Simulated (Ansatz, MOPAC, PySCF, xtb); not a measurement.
Spectroscopic constants of InCl, closed-shell singlet (the spin of the measured ground state). No spin–orbit coupling.

The constants come from a fifth-degree fit in 1/R (seven points, main isotopes). Runs in def2 and cc sets follow the lowest solution found near the PBE0 minimum. The singlet is held restricted. HF and MP2 rows in def2 and cc sets belong to the determinant that coupled cluster picked by its CCSD energy.

Run with Ansatz (Gaussian basis) for Hartree–Fock, density functionals and correlated methods; MOPAC for AM1, PM3, PM6, PM7 (differences of heats of formation); PySCF for 3-21G rows, LANL2DZ rows; xtb for the GFN methods. Each number belongs to the level named beside it. In def2 rows elements past Kr take small-core potentials, without spin–orbit coupling.

```
level                                r_e (Å)  ω_e (cm⁻¹)  α_e (cm⁻¹)  B_e (cm⁻¹)  D_e (eV)  dipole (D)
-----------------------------------  -------  ----------  ----------  ----------  --------  ----------
AM1                                    2.406         310     0.00017       0.109         -           -
PM3                                    2.403         155      0.0020       0.109         -           -
PM6                                    2.403         393     0.00035       0.109         -           -
PM7                                    2.425         366     0.00035       0.107         -           -
GFN2-xTB                               2.387         274     0.00043       0.110         -           -
HF/3-21G                               2.506         304     0.00046       0.100         -        4.77
HF/def2-TZVPP                          2.430         311     0.00052       0.107         -           -
HF/def2-QZVPP                          2.431         307     0.00052       0.106         -           -
SVWN5/def2-TZVPP                       2.386         323     0.00051       0.110      5.27        3.12
PBE/def2-TZVPP                         2.436         302     0.00050       0.106      4.69        3.45
BP86/LANL2DZ                           2.474         287     0.00042       0.103         -        3.78
r2SCAN/def2-TZVPP                      2.412         316     0.00050       0.108      4.67        3.33
B97M-V/def2-TZVPP                      2.428         307     0.00051       0.107      4.80        3.58
B3LYP/LANL2DZ                          2.467         289     0.00042       0.103         -        4.06
B3LYP/def2-TZVPP                       2.442         302     0.00050       0.105      4.49        3.68
PBE0/def2-TZVPP                        2.414         313     0.00051       0.108      4.58        3.47
CAM-B3LYP/def2-TZVPP                   2.415         314     0.00050       0.108      4.50        3.58
wB97X-V/def2-TZVPP                     2.406         319     0.00050       0.109      4.66        3.48
wB97M-V/def2-TZVPP                     2.408         317     0.00051       0.108      4.63        3.44
B2PLYP/def2-TZVPP                      2.423         312     0.00050       0.107      4.54           -
MP2/def2-TZVPP                         2.400         325     0.00050       0.109         -           -
MP2/def2-QZVPP                         2.399         318     0.00052       0.109         -           -
MP2/CBS(def2-TZVPP, def2-QZVPP)        2.398         315     0.00054       0.109         -           -
SCS-MP2/def2-TZVPP                     2.412         320     0.00051       0.108         -           -
SCS-MP2/def2-QZVPP                     2.412         313     0.00052       0.108         -           -
CCSD/def2-TZVPP                        2.409         322     0.00051       0.108      4.35           -
CCSD/def2-QZVPP                        2.407         317     0.00052       0.108      4.48           -
CCSD(T)/def2-TZVPP                     2.408         323     0.00050       0.108      4.47           -
CCSD(T)/def2-QZVPP                     2.407         317     0.00052       0.109      4.62           -
CCSD(T)/CBS(def2-TZVPP, def2-QZVPP)    2.406         315     0.00053       0.109      4.73           -
```

D_e counts from each atom's lowest state at the same level, without counterpoise or zero-point energy.

Correlated levels freeze the inner cores; with def2 sets outer-core shells near the valence are correlated too. CBS(a, b) extrapolates the correlation energy as X⁻³ and adds the Hartree–Fock energy of set b. Rows in 3-21G, LANL2DZ carry no dispersion term and start afresh at each structure; the Pople sets are all-electron and without relativity. LANL2DZ brings its own core potentials from Na on. The state that AM1, PM3, PM6, PM7 reach isn't checked; PM7 holds dispersion and hydrogen-bond terms.

Measured for the ground state: r_e 2.4012 Å [microwave values compiled in ACS Omega 2, 8373 (2017)]. D_0 4.48 ± 0.083 eV (a handbook's tabulated 298 K bond energy less 3RT/2; such tables hold older values) [Luo, bond dissociation energies, CRC Handbook]. dipole 3.79 D [compilation of Liu, Meijer and Pérez-Ríos].

Ansatz is an electronic-structure program.
